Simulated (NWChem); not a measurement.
System: Si₂H₅Cl; SMILES [SiH3][SiH2]Cl

Program: NWChem. Structure relaxed at the PBE0/def2-SVP level. Level PBE/def2-SVP: energy and gradient on several grids; changes count from the extra-fine grid, which is no exact limit either.

```json
[
 {"grid": "xcoarse", "size of the energy change (μHa)": "2000", "largest change of a gradient component (μHa/bohr)": "400", "time, medium = 1 (rough)": "about 1"},
 {"grid": "coarse", "size of the energy change (μHa)": "70", "largest change of a gradient component (μHa/bohr)": "300", "time, medium = 1 (rough)": "about 1"},
 {"grid": "medium", "size of the energy change (μHa)": "20", "largest change of a gradient component (μHa/bohr)": "60", "time, medium = 1 (rough)": "about 1"},
 {"grid": "fine", "size of the energy change (μHa)": "< 10", "largest change of a gradient component (μHa/bohr)": "< 30", "time, medium = 1 (rough)": "about 1"},
 {"grid": "xfine", "size of the energy change (μHa)": "< 10", "largest change of a gradient component (μHa/bohr)": "< 30", "time, medium = 1 (rough)": "2"}
]
```
